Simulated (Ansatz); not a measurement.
System: GeH$_{2}$, charge 0, singlet. GeH2 (SMILES [GeH2]).
B3LYP-D3(BJ)/def2-TZVP minimum from Ansatz (an electronic-structure program):
```xyz
3

Ge    -0.0030    -0.0010     0.0661
H      0.0397    -1.1207    -1.0751
H      0.0547     1.1536    -1.0391
```

Total energies in cc-pV5Z, 6 correlated electrons, 14 frozen orbitals. Open shells are spin-unrestricted; no spin-orbit coupling. Correlated methods leave the cores frozen (noble-gas shells, and filled d and f shells in the p block). No relativity. The restricted determinant of H2Ge ([GeH2], singlet) is unstable towards broken spin symmetry in at least one set run.

```csv
method,program,energy (Eh),minus CCSDT(Q) (mEh)
HF,Ansatz,-2076.51944,139.66
MP2,Ansatz,-2076.63277,26.33
CCSD,Ansatz,-2076.65459,4.51
CCSD(T),Ansatz,-2076.65836,0.74
CCSDT(Q),Ansatz,-2076.65910,0.00
```
